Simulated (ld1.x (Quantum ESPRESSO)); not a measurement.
# LDA (PZ) TM dataset for Pb (Z = 82), scalar-relativistic all-electron reference.

lead, norm-conserving Troullier–Martins (Kleinman–Bylander form), made with ld1.x (Quantum ESPRESSO) 7.5 (LDA (PZ), scalar-relativistic). Core [Xe] 4f14 5d10, reference 6s2 6p2. Waves: 6s (bound): rc 1.75 bohr; 6p (bound): rc 2.65 bohr. Local part: all-electron potential smoothed inside 2.05 bohr (lloc = -2). Core correction: none.

All-electron outer shells of the reference configuration (LDA (PZ), scalar-relativistic, ld1.x):

| shell | level (eV) | outermost node (bohr) | outermost maximum (bohr) |
| --- | --- | --- | --- |
| 5p | -85.96 | 0.49 | 0.88 |
| 5d | -21.29 | 0.52 | 1.07 |
| 6s | -12.32 | 1.01 | 1.95 |
| 6p | -3.71 | 1.18 | 2.63 |

Results:

```
Cutoffs needed           : 25 Ry and 50 Ry (the cutoffs (Ry, on a coarse ladder) from which the occupation-weighted sum of valence levels, in a spherical-Bessel basis at the reference potential, stays within 10 and 1 mRy of its value at 400 Ry)
Ghost test               : no extra level below or beside the all-electron valence levels (s, p, d, f tested) (spherical-Bessel basis up to 400 Ry, 20 bohr box)
Largest excitation error : +283 meV (all-electron minus pseudo) for 6s1 6p0, out of 7 test configurations
```

Generation and tests took about 2.4 s on one core of a shared server CPU.
